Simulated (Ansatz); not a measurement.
Basis-set extrapolation for C₃H₉ClSi (`CC(C)[SiH2]Cl`) (PBE0-D4/def2-TZVP geometry, frozen core, the Gaussian-basis code of Ansatz). Multiplicity 1, RHF reference.

|  | def2-TZVPP | def2-QZVPP |
| --- | --- | --- |
| HF | -867.403894 | -867.431371 |
| MP2 correlation | -0.847986 | -0.910261 |
| CCSD(T) correlation | -0.950259 | not run |

Energies in hartree. Use E(X) = E(∞) + A·exp(−7.88·√X) for Hartree–Fock and E(X) = E(∞) + B·X^(−2.97) for correlation, with X = 3 and 4, and add CCSD(T) minus MP2 of the smaller set to the MP2 limit.

Question: What is the CCSD(T) energy at the basis-set limit?

Answer: HF limit: -867.431371 + (-0.027477) × 0.13774 = -867.43516. MP2 limit: -0.910261 + (-0.062275) × 0.74074 = -0.95639. Higher-order term: -0.950259 − (-0.847986) = -0.10227. Total: -868.49382 hartree, 3.80 eV below CCSD(T)/def2-TZVPP.
